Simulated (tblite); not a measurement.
C8H11BO.
Structure used (GFN2-xTB), in Å, numbered top down from 1:
```
atom  x, y, z in Å
C1     3.6336   -0.0676    0.8030
C2     2.8788   -0.0447   -0.5221
O3     1.5141    0.2148   -0.3009
B4     0.5364   -0.6712   -0.4757
C5    -0.9283   -0.2174   -0.1461
C6    -2.0135   -1.0770   -0.3298
C7    -3.3065   -0.6807   -0.0403
C8    -3.5477    0.5933    0.4458
C9    -2.4882    1.4651    0.6386
C10   -1.1990    1.0621    0.3457
H11    3.2514   -0.8669    1.4337
H12    3.5011    0.8774    1.3241
H13    4.6932   -0.2312    0.6253
H14    3.2644    0.7599   -1.1603
H15    3.0072   -1.0020   -1.0449
H16    0.7598   -1.7655   -0.8742
H17   -1.8348   -2.0737   -0.7080
H18   -4.1289   -1.3653   -0.1938
H19   -4.5565    0.9064    0.6751
H20   -2.6732    2.4602    1.0186
H21   -0.3724    1.7409    0.4962
```

Level: GFN2-xTB in tblite, geometry and Hessian alike; calculated harmonic values, unscaled, isolated species. The method is semi-empirical: single wavenumbers can be off by several per cent or more. Modes of hydrogen on boron can be 10 to 20 % off. One conformer, not necessarily the lowest.

Harmonic wavenumbers (cm⁻¹): 30.1, 61.8, 81.7, 108.2, 200.6, 211.2, 307.7, 324.4, 360.5, 416.9, 458.8, 576.1, 589.8, 665.6, 727.4, 801.3, 803.4, 836.8, 881.7, 908.6, 909.3, 932.2, 934.4, 980.6, 1050.2, 1083.0, 1086.8, 1100.6, 1120.8, 1155.2, 1182.9, 1196.7, 1205.0, 1255.3, 1282.4, 1312.4, 1319.6, 1346.6, 1399.9, 1424.9, 1467.6, 1474.6, 1479.5, 1495.2, 1575.3, 1597.4, 2487.1, 2890.6, 2917.7, 3039.4, 3044.5, 3046.5, 3061.7, 3065.2, 3073.4, 3080.9, 3087.0.

A = 4079, B = 595.0, C = 541.2 MHz; mass 134.090 u (most abundant isotopes); point group C1, symmetry number 1.

Q: Zero-point energy?

A: ½Σν̃ = 37258 cm⁻¹ = 445.70 kJ/mol.

Q: What is S at 500 K and 1 bar for an ideal gas of classical rigid rotors and harmonic oscillators?

A: Translation 180.69, rotation 131.48, vibration 218.89: S = 531.1 J/(mol K).

Q: And Cp and H(500 K) − H(0)?

A: Cp = 256.44 J/(mol K), of which vibrations give 223.18 (their classical limit is 57 R = 473.9); H(500 K) − H(0) = 72.14 kJ/mol without the zero-point energy, 55.52 from vibrations.

Q: What must be added to the electronic energy to get the Gibbs energy at 500 K and 1 bar?

A: ZPE + [H(500 K) − H(0)] − T·S = 445.70 + 72.14 − 265.53 = 252.31 kJ/mol.

Q: Which modes carry the vibrational entropy at 500 K?

A: 30.1 cm⁻¹: 28.66; 61.8 cm⁻¹: 22.68; 81.7 cm⁻¹: 20.37; 108.2 cm⁻¹: 18.05; 200.6 cm⁻¹: 13.00; 211.2 cm⁻¹: 12.58 J/(mol K); the other 51 give 103.55 together.

Q: How do the functions run with temperature in this model?

A: 
| T (K) | S (J/(mol K)) | Cp (J/(mol K)) | H − H(0) (kJ/mol) | G − H(0) (kJ/mol) | ln q(vib) |
| --- | --- | --- | --- | --- | --- |
| 50 | 254.7 | 58.5 | 2.25 | -10.48 | 0.88 |
| 100 | 301.5 | 78.5 | 5.69 | -24.47 | 2.32 |
| 298.15 | 423.3 | 164.4 | 29.27 | -96.94 | 7.63 |
| 373.15 | 464.2 | 201.3 | 42.99 | -130.23 | 9.60 |
| 750 | 650.7 | 332.9 | 146.58 | -341.48 | 19.59 |
| 1000 | 753.6 | 381.4 | 236.29 | -517.35 | 25.90 |

q(vib) and H(0) count from the zero-point level.

Hindered rotation and anharmonicity are outside this model. Other conformers, if any are populated, would add a mixing term that is left out. The structure is chiral; the term R ln 2 for an equal mix with its mirror image is left out.
